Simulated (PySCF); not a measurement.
## Al²⁺: ionisation energy

Al²⁺ [Ne] 3s1 (2S) → Al³⁺ [Ne] (1S), as a difference of total energies. Calculation: PySCF 2.14, in aug-cc-pCVTZ-DK (8s7p5d3f, 75 functions); the spin-free X2C one-electron Hamiltonian (Gaussian nucleus). Correlated levels: valence and next inner shell: 1s2 frozen; nothing frozen. The calculations carry no spin-orbit coupling.

```tsv
method	ionisation energy (eV)
UHF	28.088
LDA	28.868
PBE	28.868
PBE0	28.731
r2SCAN	28.429
revPBE	28.760
TPSSh	28.519
PW91	28.921
M06	28.068
MP2 (valence and next inner shell)	28.358
SCS-MP2 (valence and next inner shell)	28.299
MP2 (all electrons)	28.354
SCS-MP2 (all electrons)	28.296
```

Errors of the correlated levels include the incompleteness of this basis and the frozen core.

Task: Which method comes closest to the reference value, and which is furthest?

Result: The reference is 28.448 eV (measured; NIST Atomic Spectra Database, ionization energies). Closest: r2SCAN (error -0.019 eV); furthest: PW91 (error 0.473 eV).
